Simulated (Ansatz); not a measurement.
Consider the cleavage of the Si–Si bond: `[SiH3][SiH]1[O][AlH]1` + `O[Si]F` → `F[Si]O[SiH3]` + `[O]1[AlH][SiH2]1`.

Program: Ansatz. Geometries: PBE0-D4/def2-TZVP. ΔE: electronic, gas phase. CBS: MP2 limit from def2 TZ/QZ plus the TZ coupled-cluster correction, frozen cores. This one scheme is used for every species. Functionals use def2-TZVPP. B3LYP here is the variant with VWN-RPA as its local correlation; programs differ in this. One conformer a species, not always the lowest.

`[SiH3][SiH]1[O][AlH]1`:

Cartesian coordinates in Å:
```
Si 0.988 -1.428 -0.173
Si -0.011 0.520 0.651
O -0.201 1.785 -0.464
Al -1.890 1.528 -0.147
H 0.841 -2.503 0.847
H 0.306 -1.859 -1.423
H 2.438 -1.244 -0.461
H 0.682 0.935 1.908
H -3.152 2.267 -0.737
```

`O[Si]F`:

Cartesian coordinates in Å:
```
O 0.815 0.236 -0.501
Si -0.060 -1.048 0.013
F -1.281 -0.320 0.789
H 0.526 1.132 -0.301
```

`F[Si]O[SiH3]`:

Z-matrix (Å, degrees):
```
Si
O 1 1.657
H 1 1.482 2 107.7
H 1 1.483 2 109.7 3 119.6
H 1 1.483 2 109.7 3 -119.6
Si 2 1.630 1 146.4 3 179.5
F 6 1.617 2 101.9 1 -0.0
```

`[O]1[AlH][SiH2]1`:

```xyz
6

O    -0.565   -0.862    0.364
Al   -1.110    0.385   -0.719
Si    0.869    0.028    0.336
H    -2.510    0.574   -1.421
H     1.276    0.583    1.656
H     2.040   -0.709   -0.215
```

| level | ΔE (eV) |
| --- | --- |
| PBE-D4 | -0.68 |
| BLYP-D4 | -0.90 |
| CAM-B3LYP-D4 | -1.03 |
| BLYP | -0.90 |
| B3LYP | -0.97 |
| r2SCANh | -0.89 |
| RPA@PBE/def2-TZVPP | -0.99 |
| MP2/def2-TZVPP | -1.03 |

**Question.** What does CCSD(T)/CBS give? (An estimate is asked.)

**Answer.** Ansatz gave: -0.96 eV. The listed levels differ from it by 0.28, 0.06, -0.07, 0.06, -0.01, 0.07, -0.03, -0.07 eV.

Largest T1 diagnostic among the species: 0.016.

Leaving LDA and LC-ωPBE aside and taking each functional with its dispersion term where it has one, the values, not all of them listed here, spread over 0.40 eV, from BHLYP-D4 to PBE-D4. From PBE to PBE0 (25 % exact exchange), in def2-TZVPP and without D4, ΔE moves by −0.09 eV. In def2-TZVPP, CCSD(T) changes the Hartree–Fock value by +0.29 eV (the triples alone add +0.05 eV) and MP2 by +0.23 eV.
